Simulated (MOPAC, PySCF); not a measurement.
H4Sn, SMILES `[SnH4]`, neutral singlet in the gas phase. 

Z-matrix (Å, degrees):
```
Sn
H 1 1.7085
H 1 1.7085 2 109.47
H 1 1.7085 2 109.47 3 -120.00
H 1 1.7085 2 109.47 4 -120.00
```
Charge 0, spin multiplicity 1.

All levels are single points at this geometry (B3LYP-D3(BJ)/def2-TZVP); Pople sets use spherical d functions. Orbital energies aren't observables, and empty levels follow the basis.

TPSSh-D3(BJ)/def2-TZVP in PySCF gives gap (eV) = 8.86.

Question: Estimate the gap (eV) from each of these levels: PBE-D3(BJ)/def2-TZVP in PySCF; B3LYP/6-311+G** (LANL2DZ on Sn) in PySCF; BP86/6-31G* (LANL2DZ on Sn) in PySCF; AM1 in MOPAC; PM6 in MOPAC.

Answer: 
```csv
level,gap (eV)
PBE-D3(BJ)/def2-TZVP in PySCF,7.60
B3LYP/6-311+G** (LANL2DZ on Sn) in PySCF,9.59
BP86/6-31G* (LANL2DZ on Sn) in PySCF,8.58
AM1 in MOPAC,10.48
PM6 in MOPAC,13.52
```
